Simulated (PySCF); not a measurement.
A calculated (PBE0, PySCF 2.14, aug-cc-pCVTZ-DK with one added diffuse shell each of s, p, d, f type, the spin-free X2C one-electron Hamiltonian (Gaussian nucleus)) atom or ion has these occupied shells.

```tsv
shell	electrons	orbital energy (eV)	rms radius, mean of both spins (bohr)
1s	2	-137.95	0.485
```

Q: Name the element and its charge.

A: Be(2+) (beryllium, charge +2), in 1s2, closed-shell 1S.
